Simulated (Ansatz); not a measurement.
Isolated molecules relaxed with PBE0-D4/def2-TZVP in Ansatz; ΔE leaves out vibrations. CCSD(T)/CBS is the MP2 limit (def2-TZVPP, def2-QZVPP) plus CCSD(T) − MP2 in def2-TZVPP, frozen cores. This one scheme is used for every species. DFT in def2-TZVPP. HSE06 is defined as in plane-wave codes. One conformer a species, not always the lowest.

Consider the ligand exchange at a B–O bond: `C=C(F)BO` + HCl → `C=C(F)BCl` + H₂O.

Q: Is it downhill or uphill in electronic energy at CCSD(T)/CBS, and by how much? (Estimate.)

A: Computed: Uphill: ΔE = +0.50 eV.

Q: What do these levels give: revPBE-D4, CAM-B3LYP-D4, ωB97M-V, HSE06, LC-ωPBE, MP2/def2-SVP? (Estimate.)

A: The calculation gave: revPBE-D4 0.46, CAM-B3LYP-D4 0.61, ωB97M-V 0.55, HSE06 0.50, LC-ωPBE 0.57, MP2/def2-SVP 0.65 eV.

Largest T1 diagnostic among the species: 0.014.

In def2-TZVPP, CCSD(T) changes the Hartree–Fock value by −0.05 eV (the triples alone add −0.02 eV) and MP2 by −0.10 eV. At CCSD(T), def2-SVP lies +0.18 eV from the extrapolated value and def2-TZVPP +0.03 eV. Leaving LDA and LC-ωPBE aside and taking each functional with its dispersion term where it has one, the values spread over 0.15 eV, from revPBE-D4 to CAM-B3LYP-D4. LDA lies +0.08 eV from PBE without D4.
